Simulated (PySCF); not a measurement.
**Electron correlation in Cl (chlorine, neutral)**

[Ne] 3s2 3p5, 2P determinant. All numbers are calculated (PySCF 2.14, scalar relativity by spin-free X2C-1e, in jorge-DZP-DKH). Frozen: [Ne]; 7 electrons correlated.

MP2 pair energies summed by pair of shells (mhartree):

| pair | energy | share (%) |
| --- | --- | --- |
| 3p-3p | -75.37 | 64.7 |
| 3s-3p | -33.58 | 28.8 |
| 3s-3s | -7.51 | 6.5 |

Total MP2 correlation energy: -116.46 mhartree.

Same-spin part -29.15 and opposite-spin part -87.31 mhartree; SCS-MP2 scales them by 1/3 and 6/5 to -114.48 mhartree.

```
  level  correlation energy (mhartree)
   CCSD                        -132.98
    (T)                          -1.42
CCSD(T)                        -134.40
```

Diagnostics: T1 = 0.0051, D1 = 0.0174, largest double amplitude 0.049.

Cost of the coupled-cluster step: 0.11 s of wall time on 1 thread of Intel(R) Xeon(R) Platinum 8375C CPU @ 2.90GHz (shared host), for 7 correlated electrons.

Iterations:

```
CC2 = 0
CCSD nocc = (np.int64(4), np.int64(3)), nmo = (19, 19)
frozen orbitals [[0, 1, 2, 3, 4], [0, 1, 2, 3, 4]]
max_cycle = 100
direct = 0
conv_tol = 1e-08
conv_tol_normt = 1e-06
diis_space = 8
diis_start_cycle = 0
Init t2, MP2 energy = -0.116459066278956
Init E_corr(UCCSD) = -0.116459066279205
cycle = 1  E_corr(UCCSD) = -0.129692195206894  dE = -0.0132331289  norm(t1,t2) = 0.031064
cycle = 2  E_corr(UCCSD) = -0.132009726538223  dE = -0.00231753133  norm(t1,t2) = 0.00958199
cycle = 3  E_corr(UCCSD) = -0.132998778771794  dE = -0.000989052234  norm(t1,t2) = 0.00362942
cycle = 4  E_corr(UCCSD) = -0.132975994512389  dE = 2.27842594e-05  norm(t1,t2) = 0.000418231
cycle = 5  E_corr(UCCSD) = -0.132978563944235  dE = -2.56943185e-06  norm(t1,t2) = 0.000123669
cycle = 6  E_corr(UCCSD) = -0.132978286022832  dE = 2.77921403e-07  norm(t1,t2) = 2.74914e-05
cycle = 7  E_corr(UCCSD) = -0.132978388546884  dE = -1.02524052e-07  norm(t1,t2) = 4.30945e-06
cycle = 8  E_corr(UCCSD) = -0.132978369285232  dE = 1.92616529e-08  norm(t1,t2) = 6.56704e-07
cycle = 9  E_corr(UCCSD) = -0.13297837055615  dE = -1.27091795e-09  norm(t1,t2) = 1.27609e-07
UCCSD converged
E(UCCSD) = -461.0167362052886  E_corr = -0.1329783705561496
UCCSD(T) correction = -0.00142042455040457
```
